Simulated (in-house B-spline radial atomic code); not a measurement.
A radial electron density 4πr²n(r) was computed for an atom or ion in its tabulated ground configuration with an all-electron radial atomic-structure program (B-spline basis); method: non-relativistic PBEsol, spin-polarised, spherical fractional occupations. Columns: r (bohr), 4πr²n(r) (electrons per bohr), bar.

```
 0.00144    1.555 #
 0.00175    2.232 #
 0.00214     3.22 ##
 0.00261    4.587 ###
 0.00319    6.497 ####
 0.00389    9.059 ######
 0.00475    12.48 ########
  0.0058     16.9 ##########
 0.00708     22.4 ##############
 0.00864    28.92 ##################
  0.0105    36.05 ######################
  0.0129    43.78 ###########################
  0.0157    50.43 ###############################
  0.0192    55.37 ##################################
  0.0234    57.36 ###################################
  0.0286    56.19 ##################################
  0.0348    52.92 ################################
  0.0425    49.93 ##############################
  0.0519    50.41 ###############################
  0.0634    56.13 ##################################
  0.0773    65.17 ########################################
  0.0944    72.14 ############################################
   0.115    71.26 ###########################################
   0.141    61.91 ######################################
   0.172    51.84 ################################
   0.209     49.5 ##############################
   0.256    55.08 ##################################
   0.312    58.08 ###################################
   0.381    49.33 ##############################
   0.465    32.27 ####################
   0.567     18.9 ############
   0.692    15.35 #########
   0.845    16.98 ##########
    1.03    16.57 ##########
    1.26    12.54 ########
    1.54     7.61 #####
    1.88    3.945 ##
    2.29    1.824 #
    2.79   0.7385 
    3.41   0.2453 
    4.16  0.06444 
    5.08  0.01212
```

(1) Which atom or ion is it?
A. Ag+
B. Ru+
C. Rh+
D. Pd+

Answers

(1) D. The area under the curve, ∫4πr²n dr = ∫r·4πr²n d(ln r) on this logarithmic grid, is 45 electrons, which only this option has. The configuration is [Kr] 4d9.
